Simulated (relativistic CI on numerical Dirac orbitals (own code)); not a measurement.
V3+: calculation against measurement

Calculated at this level of theory: Dirac-Coulomb-Breit CI, separate exchange-only KLI orbitals for each configuration, a model potential for QED, valence Slater integrals scaled by 0.85, P86 correlation estimate, and configurations built on the next ion tied to the tabulated ionisation energy (semi-empirical) (own radial code, finite nucleus).

Configurations in the expansion (outside the closed core [Ne]): 3s²3p⁶3d², 3s²3p⁶3d4s, 3s²3p⁶3d4p, 3s²3p⁶3d4d, 3s²3p⁶3d5s, 3s²3p⁶3d4f, 3s²3p⁵3d³, 3s²3p⁶4s², 3s²3p⁶3d5p, 3s²3p⁶4s4p, 3s²3p⁶3d5d, 3s²3p⁶3d5f, 3s²3p⁶3d5g, 3s²3p⁴3d⁴, 3s²3p⁶4p², 3s²3p⁶4s4d, 3s3p⁶3d³, 3s²3p⁶4p4d. Levels of other configurations are missing.

| Configuration | Term (tabulated) | J | Measured (cm⁻¹) | Computed | Error | Purity (%) |
| --- | --- | --- | --- | --- | --- | --- |
| 3s²3p⁶3d² | 3F | 2 | 0.0 | 0 | 0 | 98 |
| 3s²3p⁶3d² | 3F | 3 | 325.4 | 305 | -20 | 98 |
| 3s²3p⁶3d² | 3F | 4 | 734.7 | 690 | -45 | 98 |
| 3s²3p⁶3d² | 1D | 2 | 10959.3 | 10194 | -765 | 97 |
| 3s²3p⁶3d² | 3P | 1 | 13239.2 | 12475 | -764 | 98 |
| 3s²3p⁶3d² | 3P | 2 | 13458.3 | 12678 | -781 | 97 |
| 3s²3p⁶3d² | 1G | 4 | 18391.2 | 18346 | -45 | 98 |
| 3s²3p⁶3d² | 1S | 0 | 42462.1 | 38765 | -3697 | 97 |
| 3s²3p⁶3d4s | 3D | 1 | 96196.1 | 100638 | 4441 | 100 |
| 3s²3p⁶3d4s | 3D | 2 | 96412.1 | 100842 | 4430 | 99 |
| 3s²3p⁶3d4s | 3D | 3 | 96798.0 | 101204 | 4406 | 100 |
| 3s²3p⁶3d4s | 1D | 2 | 100200.7 | 104624 | 4423 | 99 |
| 3s²3p⁶3d4p | 1D° | 2 | 144273.1 | 148328 | 4055 | 96 |
| 3s²3p⁶3d4p | 3D° | 1 | 146117.7 | 149693 | 3575 | 99 |
| 3s²3p⁶3d4p | 3D° | 2 | 146429.3 | 149994 | 3564 | 96 |
| 3s²3p⁶3d4p | 3D° | 3 | 146855.1 | 150393 | 3538 | 95 |
| 3s²3p⁶3d4p | 3F° | 2 | 147135.2 | 150777 | 3642 | 95 |
| 3s²3p⁶3d4p | 3F° | 3 | 147656.5 | 151255 | 3599 | 95 |
| 3s²3p⁶3d4p | 3F° | 4 | 148369.2 | 151928 | 3558 | 100 |
| 3s²3p⁶3d4p | 3P° | 1 | 151427.0 | 154894 | 3467 | 98 |
| 3s²3p⁶3d4p | 3P° | 0 | 151449.1 | 154913 | 3463 | 100 |
| 3s²3p⁶3d4p | 3P° | 2 | 151567.3 | 155030 | 3463 | 99 |
| 3s²3p⁶3d4p | 1F° | 3 | 153918.7 | 157087 | 3168 | 99 |
| 3s²3p⁶3d4p | 1P° | 1 | 155565.5 | 158714 | 3148 | 98 |
| 3s²3p⁶3d4d | 1F | 3 | 215957.7 | 218191 | 2233 | 96 |
| 3s²3p⁶3d4d | 3D | 1 | 216905.0 | 218963 | 2058 | 96 |
| 3s²3p⁶3d4d | 3D | 2 | 217108.0 | 219145 | 2037 | 100 |
| 3s²3p⁶3d4d | 3D | 3 | 217350.0 | 219378 | 2028 | 97 |
| 3s²3p⁶3d4d | 3G | 3 | 217836.3 | 219789 | 1953 | 99 |
| 3s²3p⁶3d4d | 1P | 1 | 217990.7 | 220227 | 2236 | 95 |
| 3s²3p⁶3d4d | 3G | 4 | 218100.0 | 220038 | 1938 | 100 |
| 3s²3p⁶3d4d | 3G | 5 | 218463.6 | 220384 | 1920 | 100 |
| 3s²3p⁶3d4d | 3S | 1 | 220343.5 | 222195 | 1852 | 99 |
| 3s²3p⁶3d4d | 3F | 2 | 222794.6 | 225652 | 2857 | 99 |
| 3s²3p⁶3d4d | 3F | 3 | 223033.0 | 225881 | 2848 | 100 |
| 3s²3p⁶3d4d | 3F | 4 | 223304.6 | 226140 | 2836 | 100 |
| 3s²3p⁶3d4d | 1D | 2 | 225804.1 | 228170 | 2366 | 94 |
| 3s²3p⁶3d4d | 3P | 0 | 226521.6 | 229007 | 2485 | 99 |
| 3s²3p⁶3d4d | 3P | 1 | 226617.1 | 229105 | 2487 | 99 |
| 3s²3p⁶3d4d | 3P | 2 | 226796.3 | 229268 | 2472 | 96 |
| 3s²3p⁶3d4d | 1G | 4 | 227712.5 | 229936 | 2223 | 99 |
| 3s²3p⁶3d4d | 1S | 0 | 234121.8 | 234304 | 182 | 91 |
| 3s²3p⁶3d5s | 3D | 1 | 236148.6 | 237535 | 1386 | 100 |
| 3s²3p⁶3d5s | 3D | 2 | 236322.4 | 237710 | 1387 | 96 |
| 3s²3p⁶3d5s | 3D | 3 | 236766.9 | 238120 | 1353 | 100 |
| 3s²3p⁶3d5s | 1D | 2 | 237638.8 | 239156 | 1517 | 95 |
| 3s²3p⁶3d5p | 1D° | 2 | 254468.8 | 256045 | 1576 | 83 |
| 3s²3p⁶3d5p | 3D° | 1 | 254824.1 | 256322 | 1498 | 99 |
| 3s²3p⁶3d5p | 3D° | 2 | 255146.8 | 256629 | 1482 | 86 |
| 3s²3p⁶3d5p | 3D° | 3 | 255445.5 | 256906 | 1461 | 99 |
| 3s²3p⁶3d5p | 3F° | 2 | 255463.3 | 256944 | 1481 | 87 |
| 3s²3p⁶3d5p | 3F° | 3 | 255747.6 | 257208 | 1460 | 99 |
| 3s²3p⁶3d5p | 3F° | 4 | 256251.7 | 257679 | 1427 | 100 |
| 3s²3p⁶3d5p | 3P° | 0 | 256739.9 | 258340 | 1600 | 100 |
| 3s²3p⁶3d5p | 3P° | 1 | 256781.8 | 258395 | 1614 | 96 |
| 3s²3p⁶3d5p | 3P° | 2 | 257143.2 | 258721 | 1578 | 99 |
| 3s²3p⁶3d5p | 1F° | 3 | 257690.8 | 259339 | 1648 | 97 |
| 3s²3p⁶3d5p | 1P° | 1 | 258288.8 | 260096 | 1807 | 94 |
| 3s²3p⁶3d4f | 1G° | 4 | 263111.4 | 264505 | 1394 | 85 |
| 3s²3p⁶3d4f | 3F° | 2 | 263593.0 | 264931 | 1338 | 92 |
| 3s²3p⁶3d4f | 3F° | 3 | 263608.3 | 264955 | 1347 | 68 |
| 3s²3p⁶3d4f | 3H° | 4 | 263822.4 | 265716 | 1894 | 73 |
| 3s²3p⁶3d4f | 3G° | 3 | 263902.3 | 265257 | 1355 | 65 |
| 3s²3p⁶3d4f | 3F° | 4 | 264113.1 | 265160 | 1047 | 55 |
| 3s²3p⁶3d4f | 3H° † | 5 | 264161.8 | 265896 | 1734 | 80 |
| 3s²3p⁶3d4f | 3H° † | 6 | 264845.7 | 266127 | 1282 | 100 |

Measured levels from Sugar and Corliss, J. Phys. Chem. Ref. Data 7, 1191 (1978); pairs were made by configuration, J and term (by order where the table uses no LS term), so strongly mixed levels may be paired wrongly.

Mean error by configuration (cm⁻¹): 3s²3p⁶3d² -874; 3s²3p⁶3d4s 4425; 3s²3p⁶3d4p 3520; 3s²3p⁶3d4d 2167; 3s²3p⁶3d5s 1411; 3s²3p⁶3d5p 1553; 3s²3p⁶3d4f 1396. Over the excited levels the mean absolute error is 2186 cm⁻¹ (65 of the 66 excited levels that our extract of the source holds in range could be paired, and the others can miss by more), and the median relative error of those above 1,000 cm⁻¹ is 0.95 %. Some levels of the ground configuration have no partner. † marks terms whose computed intervals miss the measured ones by more than a factor of 2.5, or configurations far off the rest, from wrong mixing, a near crossing or a doubtful label or measurement; they are left out of the means.
